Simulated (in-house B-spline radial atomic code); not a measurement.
Se⁵⁺. Computed with a B-spline radial atomic code. Model: all-electron spherical atom, spin shells full or empty, radial basis limit, no spin-orbit coupling: exact exchange with a local potential (Slater, KLI or optimised effective potential, whose far tail is KLI's), no correlation.

Empty minority-spin level lies below the highest occupied level: each spin potential is zero at infinity, spin occupations fixed.

Exchange potential has not reached -1/r at the last radius.

The run also made RPA and GW results, which its time includes.

The Slater potential averages the orbital exchange potentials with the orbital densities as weights, KLI adds orbital constants, and the optimised effective potential minimises the exact-exchange energy among local potentials. So their energies lie above Hartree-Fock in the order OEP, KLI, Slater. All fall off as −1/r, unlike LDA and GGA exchange.

Command:
```bash
python run_gw.py task.json out
```
Settings (nuclear radius in fm, other lengths in bohr, energies in hartree):
```
Z                      34
electrons              29
configuration          [Ar] 3d10 4s1
hamiltonian            x2c
method                 slater
lmax                   9
rms_radius             4.14
spin_polarised         True
box_radius             10.43
intervals              99
ion_configuration      [Ar] 3d10
```

Cost of the run: 13 s on 1 thread of Intel(R) Xeon(R) Platinum 8259CL CPU @ 2.50GHz (Skylake/Cascade Lake) (shared host).

Given: hamiltonian one-electron scalar X2C; mean-field start Slater potential.

Computed: energy above Hartree-Fock 228.21 millihartree.

```
radius (bohr)  r times exchange potential up (hartree bohr)  r times exchange potential down (hartree bohr)
      0.00147                                     -0.054423                                       -0.054363
      0.00181                                     -0.066929                                       -0.066856
      0.00223                                     -0.082308                                       -0.082218
      0.00275                                      -0.10124                                        -0.10113
      0.00339                                      -0.12434                                         -0.1242
      0.00418                                      -0.15252                                        -0.15235
      0.00515                                      -0.18652                                        -0.18632
      0.00634                                      -0.22724                                          -0.227
      0.00782                                      -0.27623                                        -0.27595
      0.00963                                      -0.33343                                         -0.3331
       0.0119                                      -0.40071                                        -0.40032
       0.0146                                      -0.47408                                        -0.47364
        0.018                                      -0.55622                                        -0.55574
       0.0222                                       -0.6425                                          -0.642
       0.0274                                      -0.72779                                        -0.72729
       0.0337                                      -0.80271                                        -0.80227
       0.0415                                      -0.85865                                        -0.85833
       0.0512                                      -0.88511                                          -0.885
       0.0631                                      -0.88762                                        -0.88762
       0.0777                                      -0.91121                                        -0.91078
       0.0958                                       -1.0021                                         -1.0007
        0.118                                             ?                                               ?
        0.145                                       -1.2874                                         -1.2849
        0.179                                       -1.3846                                         -1.3826
        0.221                                       -1.3879                                         -1.3871
        0.272                                       -1.3078                                         -1.3067
        0.335                                       -1.3216                                         -1.3139
        0.413                                       -1.5056                                         -1.4933
        0.509                                       -1.7073                                         -1.6965
        0.627                                       -1.8097                                         -1.8039
        0.773                                             ?                                               ?
        0.952                                       -1.5908                                         -1.6466
         1.17                                       -1.3161                                         -1.4722
         1.45                                       -1.1009                                          -1.301
         1.78                                       -1.0294                                         -1.1765
          2.2                                       -1.0116                                         -1.0935
         2.71                                       -1.0052                                         -1.0474
```

(1) What belongs in the row 0.118?

(2) What belongs in the row 0.773?

| occupied | level (hartree) | Hartree-Fock level (hartree) |
| --- | --- | --- |
| 1s up | -467.5 | -470.71 |
| 1s down | -467.49 | -470.7 |
| 2s up | -63.516 | -64.906 |
| 2s down | -63.504 | -64.89 |
| 2p up | -56.588 | -57.219 |
| 2p down | -56.576 | -57.214 |
| 3s up | -11.229 | -11.749 |
| 3s down | -11.222 | -11.712 |
| 3p up | -9.0065 | -9.2454 |
| 3p down | -9.0034 | -9.2309 |
| 3d up | ? | ? |
| 3d down | ? | ? |
| 4s up | -3.1701 | -2.9722 |

(3) What belongs in the row 3d up?

(4) What belongs in the row 3d down?

```tsv
empty	level (hartree)
4s down	-3.2607
4p down	-2.689
4p up	?
4d down	-1.8448
4d up	?
5s down	-1.5587
5s up	-1.5373
5p down	-1.3554
5p up	-1.3359
```

(5) What belongs in the row 4p up?

(6) What belongs in the row 4d up?

## Answers

(1) r times exchange potential up (hartree bohr): -1.1446; r times exchange potential down (hartree bohr): -1.1423.

(2) r times exchange potential up (hartree bohr): -1.7711; r times exchange potential down (hartree bohr): -1.7779.

(3) level (hartree): -5.2738; Hartree-Fock level (hartree): -5.1201.

(4) level (hartree): -5.2776; Hartree-Fock level (hartree): -5.1104.

(5) level (hartree): -2.6058.

(6) level (hartree): -1.7861.

The highest level, 4s up, differs from Hartree-Fock by -5.4 eV and the deepest, 1s up, by +87.2 eV: the Slater potential lacks the response part and is deeper than the optimised one throughout, so the top level comes too deep.
